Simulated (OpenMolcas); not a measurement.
**In I: the spin-orbit constant, worked from levels**

```json
{
  "Program": "OpenMolcas 26.06",
  "Basis": "ANO-R3 [8s7p5d3f2g1h]",
  "Scalar Hamiltonian": "X2C, finite nucleus",
  "Active space": "3 electrons in 8 orbitals (5s 5p 6s 6p)",
  "State averaging": "2S+1 = 4 odd, 3 roots (0 in the spin-orbit step); 2S+1 = 2 odd, 3 roots; 2S+1 = 4 even, 3 roots",
  "Spin-orbit coupling": "RASSI with atomic mean-field integrals over the reference wave functions, term energies averaged over their components"
}
```

Methods: CASSCF; SS-CASPT2, IPEA 0.25 Eh, imaginary shift 0.1 Eh (closed shells correlated: 4d). Measured levels: NIST Handbook of Basic Atomic Spectroscopic Data.

**The spin-orbit constant.** For the Hund term 2P* of p1, E(J) = (A/2) J(J+1) + constant and ζ = 2S·A = A. From J = 1/2 to J = 3/2 the energy changes by 1.5 A.

```tsv
Source	E(3/2) - E(1/2)	A	ζ
CASSCF	1687.9	1125.3	1125
SS-CASPT2	1687.9	1125.3	1125
measured	2212.6	1475.1	1475
```

All in cm-1. SS-CASPT2 is off by -23.7 % and CASSCF by -23.7 %. Both methods take the spin-orbit matrix elements from the reference wave functions, so the second can move ζ only through the term energies and any multistate remixing.

Some high roots are left out of the spin-orbit mixing, which shifts the levels that they would mix with. Active for correlation alone: 6p 6s; no level in the range computed is led by a configuration that fills them, so any true level of that kind is missing. Without dynamic correlation excited terms often stand tens of per cent too high (terms of higher spin than the ground term too low), and those without a measured partner can miss by more than the paired ones (holds for CASSCF). Measured partners are found by configuration, term and J. A level has none where our copy of the source lacks it or the pairing is in doubt (some pairs that miss far off the trend of their configuration count as doubtful), and it then counts in no deviation. Only configurations of the active space appear.

* marks odd parity.
